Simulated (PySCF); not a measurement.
Gas-phase reaction: 2 In2O + 6 Br2 = 4 InBr3 + O2. Level: PBE0/def2-QZVP†; standard pressure 1 bar.

Energies from PySCF, thermal terms from the rigid-rotor harmonic-oscillator model, ideal gas at 1 bar. † marks an energy on the PBE0/def2-TZVP geometry and frequencies. Open shells (unrestricted): O2 (multiplicity 3); the rest are closed-shell singlets. In: scalar-relativistic def2 core potential, no spin-orbit coupling. Br: all electrons, no relativistic terms. The harmonic model lacks anharmonicity and excited electronic states, which grow with temperature; levels with a mode under 35 cm⁻¹ are left out. Soft modes under 120 cm⁻¹ make the harmonic entropy rough for In2O, InBr3.

```
T (K)  1000/T (1/K)  log10 K
-----  ------------  -------
1200         0.8333    32.86
1400         0.7143    25.57
1600         0.6250        ?
1800         0.5556    15.90
2000         0.5000    12.53
2500         0.4000     6.51
```

Fit log10 K = a + b·(1000/T) to the five rows, get the mean ΔH° and ΔS°, and predict log10 K at 1600 K.

Means: 1000/T = 0.6006, log10 K = 18.674. Sums of products about the means: Sxy = 7.26817, Sxx = 0.119463, so b = Sxy/Sxx = 60.84 and a = 18.674 − (60.84)×0.6006 = -17.87.
ΔH° = −R ln 10 × 1000 K × b = −19.145 × (60.84) = -1165 kJ; ΔS° = R ln 10 × a = -342 J/K. The run's own values go from -1174 kJ and -349 J/K at 1200 K to -1148 kJ and -335 J/K at 2500 K.
Prediction at 1600 K: -17.87 + (60.84)×0.6250 = 20.16. The computed value is 20.12, 0.04 from the line.
For scale, ΔH°(298 K) is -1191 kJ at this level, -1211 kJ at ωB97M-V/def2-TZVP†, and runs from -1467 to -463 kJ over the 18 levels computed.
